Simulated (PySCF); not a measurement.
Compound: C5H7BN (charge +1).
Structure used (GFN2-xTB), in Å, numbered top down from 1:
```xyz
14
C5H7BN angstrom
B      2.3221   -0.0400   -0.0656
N      0.8544   -0.0148   -0.0250
C      0.1438   -1.1497   -0.2062
C     -1.2332   -1.1589   -0.1724
C     -1.9162    0.0329    0.0523
C     -1.1812    1.2003    0.2380
C      0.1943    1.1436    0.1942
H      2.8955    0.9588    0.0901
H      2.8518   -1.0575   -0.2525
H      0.7066   -2.0547   -0.3817
H     -1.7667   -2.0848   -0.3208
H     -2.9955    0.0513    0.0810
H     -1.6734    2.1442    0.4135
H      0.7969    2.0289    0.3331
```

The closed-shell SCF was solved with PySCF and density fitting under several settings on one GFN2-xTB geometry (grid level 2 and gas phase unless stated).

| settings | basis functions | SCF cycles | E (Eh) | HOMO (eV) | LUMO (eV) |
| --- | --- | --- | --- | --- | --- |
| PBE0/pcSseg-1 | 154 | 13 | -273.7296 | -13.46 | -7.81 |
| PBE0/def2-SVPD | 196 | 12 | -273.5804 | -13.43 | -7.80 |
| B3LYP/MINI, IEF-PCM tetrahydrofuran, energy threshold 1e-07 Eh | 42 | 8 | -271.8386 | -11.97 | -6.83 |
| LC-wPBE/aug-cc-pVDZ | 224 | 13 | -273.9186 | -15.86 | -5.59 |
| PBE0/pcseg-1, IEF-PCM benzene, fitting basis def2-universal-jkfit | 133 | 10 | -273.7539 | -10.97 | -5.36 |
| OLYP/pcSseg-1 | 154 | 15 | -273.9640 | -12.31 | -8.49 |
| B97-2/pcSseg-1, level shift 0.1 Eh | 154 | 10 | -273.9705 | -13.21 | -7.82 |

**Question.** Estimate the row for these settings: LDA/STO-3G, grid level 3, start guess vsap.

**Answer.** 
| settings | basis functions | SCF cycles | E (Eh) | HOMO (eV) | LUMO (eV) |
| --- | --- | --- | --- | --- | --- |
| LDA/STO-3G, grid level 3, start guess vsap | 42 | 12 | -268.2452 | -11.74 | -7.55 |

**Question.** Over all rows, what range does the HOMO–LUMO gap span?

**Answer.** From 3.82 eV (OLYP/pcSseg-1) to 10.27 eV (LC-wPBE/aug-cc-pVDZ). The functional of the narrowest has no exact exchange, that of the widest range-separated exact exchange.

**Question.** Compare two rows with the functional PBE0: PBE0/pcSseg-1 and PBE0/def2-SVPD. Which energy is lower, and by how much?

**Answer.** PBE0/pcSseg-1 (154 functions) lies 0.1492 Eh or 94 kcal/mol below PBE0/def2-SVPD (196 functions). The smaller set gives the lower energy; the two sets aren't nested, so the variational bound doesn't order them by size.

Cycle counts include a coarse-grid stage where the run had one. Geometry: GFN2-xTB; no vibrations or thermal averaging.
